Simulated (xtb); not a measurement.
xtb input (GFN2-xTB):

```bash
xtb mol.xyz --gfn 2 --sp --chrg 1 --uhf 0
```
mol.xyz:
```
4

Nb     0.03971092    -0.22164606    -0.28796394
O     -0.09299880    -1.68847787     0.59015981
O      0.67179075     1.40826608     0.54612301
O     -0.78231043     1.41614784     0.33953235
```

End of the output:

```
         :::::::::::::::::::::::::::::::::::::::::::::::::::::
         ::                     SUMMARY                     ::
         :::::::::::::::::::::::::::::::::::::::::::::::::::::
         :: total energy             -13.263517792542 Eh    ::
         :: gradient norm              0.084678200925 Eh/a0 ::
         :: HOMO-LUMO gap              0.112791203592 eV    ::
         ::.................................................::
         :: SCC energy               -13.289235222741 Eh    ::
         :: -> isotropic ES            0.161988499776 Eh    ::
         :: -> anisotropic ES          0.002422588509 Eh    ::
         :: -> anisotropic XC         -0.010646035653 Eh    ::
         :: -> dispersion             -0.001748201525 Eh    ::
         :: repulsion energy           0.025717430199 Eh    ::
         :: add. restraining           0.000000000000 Eh    ::
         :: total charge               1.000000000000 e     ::
         :::::::::::::::::::::::::::::::::::::::::::::::::::::

           -------------------------------------------------
          |                Property Printout                |
           -------------------------------------------------

    * Orbital Energies and Occupations

         #    Occupation            Energy/Eh            Energy/eV
      -------------------------------------------------------------
         1        2.0000           -1.1284408             -30.7064
         2        2.0000           -1.0410779             -28.3292
         3        2.0000           -1.0037207             -27.3126
         4        2.0000           -0.9374706             -25.5099
         5        2.0000           -0.9127925             -24.8383
         6        2.0000           -0.9008439             -24.5132
         7        2.0000           -0.8376345             -22.7932
         8        2.0000           -0.8353176             -22.7301
Note: The following floating-point exceptions are signalling: IEEE_UNDERFLOW_FLAG IEEE_DENORMAL
normal termination of xtb
         9        2.0000           -0.8226416             -22.3852
        10        2.0000           -0.8040715             -21.8799
        11        1.7971           -0.7767562             -21.1366 (HOMO)
        12        0.2029           -0.7726112             -21.0238 (LUMO)
        13                         -0.7248935             -19.7254
        14                         -0.7027138             -19.1218
        15                         -0.6161068             -16.7651
        16                         -0.6042398             -16.4422
        17                         -0.5316601             -14.4672
        18                         -0.4882027             -13.2847
        19                         -0.3718537             -10.1187
        20                         -0.1919923              -5.2244
        21                          0.1140985               3.1048
      -------------------------------------------------------------
                  HL-Gap            0.0041450 Eh            0.1128 eV
             Fermi-level           -0.7746837 Eh          -21.0802 eV

     #   Z          covCN         q      C6AA      α(0)
     1  41 Nb       2.198     0.625   417.550    43.050
     2   8 O        0.734     0.120    13.628     4.947
     3   8 O        1.623     0.127    12.967     4.860
     4   8 O        1.623     0.127    12.967     4.860

 Mol. C6AA /au·bohr⁶  :        945.768152
 Mol. C8AA /au·bohr⁸  :      77738.129210
 Mol. α(0) /au        :         57.718379

Wiberg/Mayer (AO) data.
largest (>0.10) Wiberg bond orders for each atom

 ---------------------------------------------------------------------------
     #   Z sym  total        # sym  WBO       # sym  WBO       # sym  WBO
 ---------------------------------------------------------------------------
     1  41 Nb   5.231 --     2 O    2.486     3 O    1.373     4 O    1.373
     2   8 O    2.776 --     1 Nb   2.486     3 O    0.145     4 O    0.145
     3   8 O    2.527 --     1 Nb   1.373     4 O    1.009     2 O    0.145
     4   8 O    2.527 --     1 Nb   1.373     3 O    1.009     2 O    0.145
 ---------------------------------------------------------------------------

Topologies differ in total number of bonds
Writing topology from bond orders to xtbtopo.mol

molecular dipole:
                 x           y           z       tot (Debye)
 q only:       -0.001       0.035       0.007
   full:        0.278       0.237      -1.951       5.045
molecular quadrupole (traceless):
                xx          xy          yy          xz          yz          zz
 q only:       -1.344      -0.039       2.640      -0.004       0.426      -1.296
  q+dip:       -2.473      -0.182       0.660      -0.614       1.402       1.813
   full:       -0.196      -0.299      -2.271      -0.375       2.027       2.467

           -------------------------------------------------
          | TOTAL ENERGY              -13.263517792542 Eh   |
          | GRADIENT NORM               0.084678200925 Eh/α |
          | HOMO-LUMO GAP               0.112791203592 eV   |
           -------------------------------------------------

------------------------------------------------------------------------
------------------------------------------------------------------------
 total:
 SCF:
```

This state (charge 1, singlet) is run at the relaxed geometry of the species with charge 0 and multiplicity 2.
